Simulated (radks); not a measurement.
Problem. These are the eigenvalues of the occupied orbitals of an atom or ion with whole-number occupations (hartree). Calculated with a radial shooting solver on a logarithmic mesh with Libxc functionals: Dirac Kohn-Sham, PBE, spin-unpolarised, spherical densities, point nucleus.

orbital  eigenvalue
1s1/2     -236.5346
2s1/2     -27.62669
2p1/2     -23.70329
2p3/2     -23.31995
3s1/2      -3.45590
3p1/2      -2.33815
3p3/2      -2.29157
3d3/2      -0.54926
3d5/2      -0.54485
4s1/2      -0.43626

Which element is it, and in what charge state? The configuration may be excited. Open shells, if any, fill j = l - 1/2 first.

Solution. Z = 25, manganese, charge +1: Mn+ in [Ar] 3d5 4s1. The list shows which subshells hold electrons but not how many an open one holds; the 1s level, -236.53 hartree, gives Z - s = 21.8 by -(Z - s)^2/2, which with screening and relativity narrows Z to a few neighbours, and the depths of the outer levels then fix element, charge and occupations together.
